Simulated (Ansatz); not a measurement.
CH5AlBF2N, SMILES `NC(F)[B](F)[AlH2]`, relaxed with RKS PBE-D4/def2-SVP in Ansatz 0.2.0 from a rough embedded geometry. The force threshold is 0.03 eV/Å; the program also tests the step.

Total charge 0; spin multiplicity 1.

Start:

```xyz
11

N     1.316   -0.825   -0.653
C    -0.101   -0.999   -0.345
F    -0.316   -2.287    0.139
B    -0.692    0.039    0.690
F    -1.187   -0.417    1.984
Al   -0.599    2.090    0.327
H     1.580   -1.444   -1.386
H     1.809   -1.125    0.247
H    -0.678   -0.802   -1.304
H    -1.143    3.149    1.378
H     0.012    2.621   -1.078
```

```csv
step,energy (eV),largest force (eV/Å),largest move (Å)
1,-15293.2648,2.734,0.000
2,-15293.6323,1.951,0.118
3,-15293.7283,0.959,0.065
4,-15293.7460,0.460,0.148
5,-15293.7817,0.159,0.076
6,-15293.8040,0.164,0.178
7,-15293.8237,0.234,0.200
8,-15293.8474,0.323,0.195
9,-15293.8791,0.284,0.197
10,-15293.9248,0.216,0.200
11,-15293.9883,0.276,0.197
12,-15294.0590,0.361,0.195
13,-15294.1763,0.521,0.196
14,-15294.2953,0.508,0.195
15,-15294.3534,0.414,0.195
16 (rejected),-15294.2821,1.165,0.154
17,-15294.3719,0.165,0.056
18,-15294.3745,0.051,0.032
19,-15294.3757,0.038,0.026
20,-15294.3762,0.023,0.024
```

End:

```xyz
11

N     0.952   -0.178   -0.354
C    -0.213   -1.074   -0.174
F     0.169   -2.367    0.148
B    -1.193   -0.188    0.765
F    -2.133   -0.757    1.511
Al   -0.185    1.617    0.149
H     1.493   -0.356   -1.212
H     1.601   -0.290    0.440
H    -0.739   -1.097   -1.165
H     0.823    2.383    1.148
H    -0.575    2.306   -1.254
```

Hardware: 4 threads of a server CPU on a shared host. Wall time 36 s, peak host memory 0.19 GiB.
